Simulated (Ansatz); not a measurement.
`C=C[N]([GeH3])C(C)(C)C` at its PBE0-D4/def2-TZVP geometry, where that method's forces vanish. The species carries charge 0 and has multiplicity 1.

```xyz
23

C     0.6688    2.7943    0.7073
C    -0.0467    1.7024    0.4212
N     0.4200    0.4712    0.0055
Ge    1.9697    0.4146   -1.0150
C    -0.4994   -0.6833    0.0793
C     0.3177   -1.9718    0.0589
C    -1.4730   -0.6679   -1.0985
C    -1.2726   -0.6614    1.3987
H     0.1607    3.7092    0.9775
H     1.7518    2.8157    0.6805
H    -1.1281    1.7719    0.5104
H     3.1575   -0.1090   -0.1882
H     2.2380    1.8435   -1.4941
H     1.7545   -0.5179   -2.2211
H     0.8653   -2.0988   -0.8771
H    -0.3463   -2.8323    0.1615
H     1.0302   -1.9895    0.8868
H    -2.1720   -1.5065   -1.0431
H    -0.9327   -0.7367   -2.0460
H    -2.0548    0.2569   -1.1070
H    -1.9857    0.1614    1.4557
H    -0.5850   -0.5762    2.2427
H    -1.8381   -1.5898    1.5043
```

Problem. What forces (eV/Å) does r2SCAN-D4/def2-TZVPP give on these atoms in Ansatz? (An estimate is asked.)

Solution. The calculation gave: 
```
C1   0.151  0.230  0.066
C2  -0.187  0.005 -0.002
N3   0.140  0.052 -0.011
Ge4  0.148  0.016 -0.100
C5  -0.099 -0.137 -0.003
C6   0.095 -0.142 -0.014
C7  -0.107  0.010 -0.131
C8  -0.096  0.010  0.151
H9   0.007 -0.017 -0.004
H10 -0.015 -0.005 -0.004
H11 -0.003 -0.016 -0.005
H12 -0.045  0.017 -0.034
H13 -0.018 -0.070  0.025
H14  0.012  0.039  0.054
H15 -0.011  0.003  0.020
H16  0.006  0.014 -0.001
H17 -0.005  0.000 -0.008
H18  0.006  0.007  0.000
H19 -0.005 -0.001  0.010
H20  0.007 -0.009  0.003
H21  0.013 -0.017  0.000
H22 -0.005  0.000 -0.007
H23  0.011  0.011 -0.004
```
